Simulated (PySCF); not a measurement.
# Electron correlation in Kr⁺ (krypton, charge +1)

[Ar] 3d10 4s2 4p4 5s1, high-spin 4P determinant (an excited configuration). All numbers are calculated (PySCF 2.14, scalar relativity through the core potential, in aug-cc-pVTZ-PP with one added diffuse shell each of s, d, f type with ECP10MDF (7s5p5d3f, 68 functions)). Frozen: 3s2 3p6 3d10; 7 electrons correlated.

```
  level  correlation energy (mhartree)
   CCSD                        -146.41
    (T)                          -4.44
CCSD(T)                        -150.85
```

Diagnostics: T1 = 0.014, D1 = 0.0454, largest double amplitude 0.036.

The outer electron is Rydberg-like, and this basis confines it to a smaller radius and binds it less than a complete one would.

Cost of the coupled-cluster step: of the order of 5 core-seconds, for 7 correlated electrons.

Iterations:

```
CC2 = 0
CCSD nocc = (np.int64(5), np.int64(2)), nmo = (59, 59)
frozen orbitals [[0, 1, 2, 3, 4, 5, 6, 7, 8], [0, 1, 2, 3, 4, 5, 6, 7, 8]]
max_cycle = 100
direct = 0
conv_tol = 1e-08
conv_tol_normt = 1e-06
diis_space = 8
diis_start_cycle = 0
Init t2, MP2 energy = -0.126567086317349
Init E_corr(UCCSD) = -0.126567086321243
cycle = 1  E_corr(UCCSD) = -0.14158302150639  dE = -0.0150159352  norm(t1,t2) = 0.0441475
cycle = 2  E_corr(UCCSD) = -0.144866989453983  dE = -0.00328396795  norm(t1,t2) = 0.0162893
cycle = 3  E_corr(UCCSD) = -0.146475281968183  dE = -0.00160829251  norm(t1,t2) = 0.00797833
cycle = 4  E_corr(UCCSD) = -0.146311139328055  dE = 0.00016414264  norm(t1,t2) = 0.00320313
cycle = 5  E_corr(UCCSD) = -0.146392048767541  dE = -8.09094395e-05  norm(t1,t2) = 0.0017574
cycle = 6  E_corr(UCCSD) = -0.146404438799184  dE = -1.23900316e-05  norm(t1,t2) = 0.000416018
cycle = 7  E_corr(UCCSD) = -0.146407386064814  dE = -2.94726563e-06  norm(t1,t2) = 0.000238333
cycle = 8  E_corr(UCCSD) = -0.146407953311441  dE = -5.67246627e-07  norm(t1,t2) = 0.000133053
cycle = 9  E_corr(UCCSD) = -0.146406854018251  dE = 1.09929319e-06  norm(t1,t2) = 3.25878e-05
cycle = 10  E_corr(UCCSD) = -0.146407011044944  dE = -1.57026693e-07  norm(t1,t2) = 1.01557e-05
cycle = 11  E_corr(UCCSD) = -0.146407100867275  dE = -8.98223311e-08  norm(t1,t2) = 3.96065e-06
cycle = 12  E_corr(UCCSD) = -0.14640702990105  dE = 7.0966225e-08  norm(t1,t2) = 1.33909e-06
cycle = 13  E_corr(UCCSD) = -0.146407013551333  dE = 1.63497173e-08  norm(t1,t2) = 2.31125e-07
cycle = 14  E_corr(UCCSD) = -0.146407014369808  dE = -8.18475454e-10  norm(t1,t2) = 5.99929e-08
UCCSD converged
E(UCCSD) = -461.3733150007539  E_corr = -0.1464070143698082
UCCSD(T) correction = -0.00443521128529029
```
